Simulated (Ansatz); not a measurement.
A structure relaxed at r2SCAN-D4/def2-SVP in Ansatz, charge 0, singlet:

```xyz
16

Cs   -3.747   -2.735   -1.131
F    -1.344   -1.971    0.112
Cs    1.116   -1.659    1.629
F     3.513   -0.735    2.785
F    -4.490   -0.145   -0.669
Cs   -2.318    0.576    0.973
F     0.309    1.040    2.128
Cs    2.589    1.692    3.638
F    -2.666   -1.541   -3.339
Cs   -0.074   -1.140   -2.312
F     2.241   -0.439   -0.700
Cs    4.751    0.036    0.473
Cs   -3.593    1.006   -2.980
F    -1.206    1.371   -1.540
Cs    1.276    2.222   -0.289
F     3.644    2.420    1.223
```

Q: Give its formula and point group.

A: Cs8F8. Point group D2d (tolerance 0.1 Å).

Q: Summarise the bond lengths by kind (pairs closer than 1.2 times the sum of covalent radii, bridged metal pairs left out).

A: 28 × Cs–F 2.73 to 2.91 Å.

In the def2 sets Cs takes a core potential; there is no spin–orbit coupling.
